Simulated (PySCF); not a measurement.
C5H10Si.
Numbering: `[CH2:1]=[CH:2][CH2:3][SiH:4]1[CH2:5][CH2:6]1`

Structure used (GFN2-xTB), in Å, numbered top down from 1:
```xyz
16
C5H10Si angstrom
C      2.733   -1.284    0.354
C      1.481   -1.292   -0.066
C      0.323   -0.787    0.720
Si    -0.281    0.879    0.025
C     -2.098    1.335    0.213
C     -1.701    0.905   -1.212
H      2.997   -0.922    1.335
H      3.545   -1.643   -0.255
H      1.243   -1.657   -1.057
H      0.609   -0.666    1.765
H     -0.496   -1.506    0.678
H      0.717    1.936   -0.030
H     -2.788    0.679    0.726
H     -2.387    2.369    0.325
H     -2.149   -0.014   -1.565
H     -1.754    1.678   -1.965
```

NICS is the negative of the GIAO shielding at a point without a nucleus: at the ring centre (0) and 1 Å above and below it (1); zz is the component along the ring normal. Level: GIAO PBE0/pcSseg-1 (PySCF, non-relativistic, gas phase) on the GFN2-xTB geometry, one conformer.

Ring bond lengths (Å), with Mayer bond orders in brackets: Si4–C5 1.883 (0.95), C5–C6 1.541 (0.90), C6–Si4 1.883 (0.97).

Q: Give the NICS values of each ring in ppm.

A: 
```csv
ring,type,NICS(0),"NICS(1), two faces","NICS(1)zz, two faces",rms pucker (Å),"centre to ring atoms, mean (Å)"
Si4–C5–C6,3-membered ring with Si; formal bonds all single,-26.0,-7.4 / -8.0,-14.2 / -16.6,0.00,1.02
```

Q: What can be read from them?

A: 
- Si4–C5–C6: mean NICS(1)zz -15.4 ppm, shielded. Si4, C5, C6 have four or more neighbours; no verdict on aromaticity is drawn. NICS(0) lies 18 ppm below the mean NICS(1).

Q: What is the mean of the two in-plane components of NICS at the first NICS(1) probe listed for ring Si4–C5–C6, 1 Å off the ring?

A: The isotropic value is a third of the trace: (3 × -7.4 − (-14.2))/2 = -4.0 ppm.

Q: Give the inner angles of the rings and the Hirshfeld charges of the ring atoms.

A: 
- Si4–C5–C6: Si4 48.3° (+0.331 e), C5 65.9° (-0.175 e), C6 65.8° (-0.174 e); sum 180.0° against 180° for a flat convex ring.
